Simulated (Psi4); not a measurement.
Two rigid molecules brought together: H4Si ··· Li+ (SMILES [SiH4] and [Li+]) (charge +1). Monomers: optimised at B3LYP-D3(BJ) (def2-TZVP), held rigid. Orientation: lowest of the rigid-body minima from ten starts at GFN2-xTB. The monomers approach along the line of their centres of mass (distance R); nothing else relaxes.

Methods: SAPT0/jun-cc-pVDZ, all electrons correlated (Psi4); PBE/def2-TZVP, counterpoise-corrected (Psi4); BLYP/def2-TZVP, counterpoise-corrected (Psi4); MP2/aug-cc-pVTZ = DF-MP2/aug-cc-pVTZ, all electrons correlated, counterpoise-corrected run with Psi4; CCSD(T)/aug-cc-pVDZ = DF-CCSD(T)/aug-cc-pVDZ, all electrons correlated, counterpoise-corrected in Psi4.

Cost and agreement with CCSD(T)/aug-cc-pVDZ over the 10 points of the scan, with CCSD(T)/aug-cc-pVDZ as yardstick. Costs are rough ratios of core time within Psi4 on shared cores, each with its mean field (Kohn-Sham runs search longer for lower solutions than correlated ones do); the miss is the largest difference from CCSD(T) of the interaction energy, in kcal/mol.

Which is the cheapest of these levels that stays within 0.78 kcal/mol of CCSD(T)/aug-cc-pVDZ?

SAPT0/jun-cc-pVDZ.

| level | relative cost | largest difference |
|---|---|---|
| SAPT0/jun-cc-pVDZ | 1 | 0.54 |
| PBE/def2-TZVP | 3 | 1.03 |
| BLYP/def2-TZVP | 3 | 1.40 |
| MP2/aug-cc-pVTZ | 3 | 0.24 |

Costs within a factor of two of each other count as equal.
